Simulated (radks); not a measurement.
Task: These are the eigenvalues of the occupied orbitals of an atom or ion with whole-number occupations (eV). Method: scalar-relativistic Kohn-Sham, LDA (Slater exchange, Perdew-Wang correlation), spin-polarised, spherical densities, finite nucleus; Fermi nuclear charge, rms radius of each element as measured or else 0.836 A^(1/3) + 0.57 fm; computed with a radial shooting solver on a logarithmic mesh with Libxc functionals.

| orbital | eigenvalue |
|---|---|
| 1s up | -20887.23 |
| 1s down | -20887.23 |
| 2s up | -3021.995 |
| 2s down | -3021.510 |
| 2p up | -2711.652 |
| 2p down | -2711.273 |
| 3s up | -564.9674 |
| 3s down | -564.6207 |
| 3p up | -463.1213 |
| 3p down | -462.7431 |
| 3d up | -297.8242 |
| 3d down | -297.3167 |
| 4s up | -120.1760 |
| 4s down | -117.8910 |
| 4p up | -91.6535 |
| 4p down | -89.2531 |
| 4d up | -50.3434 |

Which element is it, and in what charge state? The configuration may be excited. Open shells, if any, are filled with parallel spins first.

Result: Z = 43, technetium, charge +4: Tc4+ in [Kr] 4d3. The list shows which subshells hold electrons but not how many an open one holds; the 1s level, -767.59 hartree, gives Z - s = 39.2 by -(Z - s)^2/2, which with screening and relativity narrows Z to a few neighbours, and the depths of the outer levels then fix element, charge and occupations together.
